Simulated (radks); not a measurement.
Values are calculated unless marked as measured or tabulated.
Numerical settings for the promethium ion Pm+, [Xe] 4f5 6s1. Code: a radial shooting solver on a logarithmic mesh with Libxc functionals. Model: scalar-relativistic Kohn-Sham, PBEsol, spin-polarised, spherical densities, finite nucleus; open shells are filled with parallel spins first (spin-orbit coupling, left out, can overturn this in heavy ions); Fermi nuclear charge, rms radius 4.962 fm. The defaults (mesh step 0.008 in ln r, mesh end at 40 bohr or more with all orbitals vanishing there, Anderson mixing 0.5 over 9 steps, residual threshold near 1e-9 with the energy settled to 1e-9 hartree or 1e-11 of itself, here a cap of 86 iterations) give E = -10016.3250 hartree and 6s at -8.727 eV in 15 iterations. Run on one thread of a shared host, so times are rough (Arm Neoverse V1): 0.27 s of CPU time, 0.27 s wall, 15 iterations on 2360 mesh points. Changes against that run (0 stands for a change within the tolerance of the run):

| setting | iterations | converged | E (mhartree) | e(6s) (meV) | CPU (s) |
|---|---|---|---|---|---|
| mesh step in ln r 0.12 | 4 | no | diverged | - | 0.01 |
| mesh step in ln r 0.08 | 2 | no | diverged | - | 0.02 |
| mesh step in ln r 0.05 | 15 | yes | -0.065 | +0.0202 | 0.06 |
| mesh end (bohr) 3 | 14 | level above zero | +2.33e+03 | +4.53e+04 | 0.2 |
| mesh end (bohr) 1 | 13 | level above zero | +3.17e+05 | +1.79e+06 | 0.18 |
| residual threshold 1e-13 | 27 | yes | 0 | 0 | 0.35 |
| residual threshold 1e-05 | 11 | yes | 0 | -0.0256 | 0.22 |
| mixing 0.01 | 29 | yes | 0 | 0 | 0.46 |
| linear mixing, mixing 0.2 | 86 | no | 0 | 0 | 1.1 |
| linear mixing, mixing 1 | 86 | no | +2.73e+05 | +6.36e+03 | 3.5 |
| mixing history 3 | 19 | yes | 0 | 0 | 0.3 |
| iteration cap 3 | 3 | no | +4.14 | -780 | 0.08 |

Settled on a wrong energy, with an occupied level pushed above zero by the early mesh end: mesh end (bohr) 3 (+2.33 hartree); mesh end (bohr) 1 (+317 hartree). Apart from these: no run marked as converged misses the energy by more than 1 mhartree. A mesh that ends early acts as a hard wall.
